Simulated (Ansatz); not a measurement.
Reaction (ligand exchange at a W–N bond): `[NH2][W](=[O])([OH])=[S]` + H–F → `[O]=[W]([OH])([F])=[S]` + NH₃

Program: Ansatz. Geometries: PBE0-D4/def2-TZVP. ΔE: electronic, gas phase. CBS: MP2 limit from def2 TZ/QZ plus the TZ coupled-cluster correction, frozen cores. This one scheme is used for every species. Functionals use def2-TZVPP. B3LYP here is the variant with VWN-RPA as its local correlation; programs differ in this. Elements past krypton have def2 core potentials. For W outer-core shells are correlated without core-valence functions, which leaves a few kJ/mol of doubt a bond. One conformer a species, not always the lowest.

```csv
species,B3LYP-D4 energy (Eh)
`[NH2][W](=[O])([OH])=[S]`,-672.65414
H–F,-100.49283
`[O]=[W]([OH])([F])=[S]`,-716.57674
NH₃,-56.58929
```

**Question.** Work out ΔE.

**Answer.** ΔE = (-716.57674) + (-56.58929) − (-672.65414) − (-100.49283) = -0.01906 Eh = -50.0 kJ/mol. CCSD(T)/CBS gives -38.7 kJ/mol.

Largest T1 diagnostic among the species: 0.023, so the coupled-cluster value is less sure than usual.

From r2SCAN to r2SCAN0 (25 % exact exchange), in def2-TZVPP and without D4, ΔE moves by +7.6 kJ/mol. The D4 term adds +6.9 kJ/mol with B3LYP and +3.8 kJ/mol with PBE0; it sums over pairs of atoms, weighted by their polarisabilities, and B3LYP, whose exchange is more repulsive, gets the larger term. Leaving LDA and LC-ωPBE aside and taking each functional with its dispersion term where it has one, the values, not all of them listed here, spread over 22.1 kJ/mol, from B97M-V to PBE-QIDH. LDA lies +11.7 kJ/mol from PBE without D4.
